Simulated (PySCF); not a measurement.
ZnBrI, SMILES [Br][Zn][I].

The structure is a stationary point at B3LYP-D3(BJ)/def2-SVP. The def2 effective core potentials stand for the cores of I; spin–orbit coupling is left out.

These are TDDFT-CAM-B3LYP/def2-SVPD (PySCF) values and carry that method's errors.

Vertical excitations; the highest root listed may be one member of a degenerate set. The molecule is in vacuum. State labels are in the subgroup C2v.

| state | symmetry | energy (eV) | λ (nm) | f | main pairs |
|---|---|---|---|---|---|
| S1 | B1 | 4.84 | 256 | 0.009 | HOMO−1→LUMO (degenerate set) |
| S2 | B2 | 4.84 | 256 | 0.009 | HOMO→LUMO (degenerate set) |
| S3 | B1 | 5.63 | 220 | 0.032 | HOMO−3→LUMO (degenerate set) |
| S4 | B2 | 5.63 | 220 | 0.032 | HOMO−2→LUMO (degenerate set) |
| S5 | A2 | 6.15 | 202 | 0.000 | HOMO−1→LUMO+2 49 %, HOMO→LUMO+1 49 % |
| S6 | A1 | 6.19 | 200 | 0.000 | HOMO−1→LUMO+1, HOMO→LUMO+2 (degenerate set) |
| S7 | A2 | 6.19 | 200 | 0.000 | HOMO→LUMO+1, HOMO−1→LUMO+2 (degenerate set) |
| S8 | A1 | 6.25 | 198 | 0.018 | HOMO−4→LUMO 44 %, HOMO→LUMO+2 26 %, HOMO−1→LUMO+1 26 % |
| S9 | A2 | 6.88 | 180 | 0.000 | HOMO−2→LUMO+1 49 %, HOMO−3→LUMO+2 49 % |
| S10 | A2 | 6.94 | 179 | 0.000 | HOMO−3→LUMO+2 49 %, HOMO−2→LUMO+1 49 % |
| T1 | B1 | 4.50 | 275 | 0 | HOMO−1→LUMO (degenerate set) |
| T2 | B2 | 4.50 | 275 | 0 | HOMO→LUMO (degenerate set) |
| T3 | B1 | 5.26 | 236 | 0 | HOMO−3→LUMO (degenerate set) |
| T4 | B2 | 5.26 | 236 | 0 | HOMO−2→LUMO (degenerate set) |
Triplets are in the Tamm–Dancoff approximation, which puts them higher than full response would, so one can lie above its singlet here.
